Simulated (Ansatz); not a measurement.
GeMe2H2 (C₂H₈Ge). Total charge 0; singlet. Geometry B3LYP-D4/def2-SVP.

Cartesian coordinates in Å:
```
C 1.590 0.040 -0.452
C -1.607 -0.346 -0.180
Ge 0.019 0.336 0.696
H 2.502 0.428 0.026
H 1.459 0.551 -1.418
H 1.727 -1.036 -0.642
H -2.490 -0.186 0.456
H -1.510 -1.424 -0.378
H -1.770 0.171 -1.139
H -0.140 1.850 0.980
H 0.221 -0.385 2.051
```

Problem. Estimate the orbital energies around the gap (eV) in Ansatz with HF/STO-3G, HF/def2-TZVP, PBE-D4/def2-TZVP, PBE0-D4/def2-SVP, PBE0-D4/def2-TZVP.

Solution. 
| orbital | HF/STO-3G | HF/def2-TZVP | PBE-D4/def2-TZVP | PBE0-D4/def2-SVP | PBE0-D4/def2-TZVP |
| --- | --- | --- | --- | --- | --- |
| HOMO−9 | -17.68 | -25.80 | -17.32 | -19.49 | -19.69 |
| HOMO−8 | -17.60 | -25.04 | -16.67 | -18.77 | -19.00 |
| HOMO−7 | -16.68 | -18.40 | -12.51 | -14.17 | -14.23 |
| HOMO−6 | -14.23 | -15.38 | -10.01 | -11.52 | -11.56 |
| HOMO−5 | -14.05 | -15.27 | -9.91 | -11.41 | -11.46 |
| HOMO−4 | -13.71 | -14.84 | -9.56 | -11.03 | -11.08 |
| HOMO−3 | -13.64 | -14.83 | -9.54 | -11.01 | -11.06 |
| HOMO−2 | -10.60 | -12.10 | -7.57 | -8.82 | -8.87 |
| HOMO−1 | -10.22 | -11.75 | -7.42 | -8.66 | -8.69 |
| HOMO | -9.89 | -11.43 | -7.26 | -8.49 | -8.50 |
| LUMO | 13.11 | 3.58 | 0.32 | 1.61 | 1.09 |
| LUMO+1 | 13.58 | 3.78 | 0.45 | 1.71 | 1.22 |
| LUMO+2 | 13.79 | 4.98 | 0.92 | 2.67 | 1.85 |
| LUMO+3 | 14.03 | 5.28 | 1.54 | 2.68 | 2.44 |
| LUMO+4 | 19.40 | 5.53 | 1.72 | 3.27 | 2.53 |
| LUMO+5 | 19.80 | 5.70 | 2.11 | 3.55 | 2.94 |
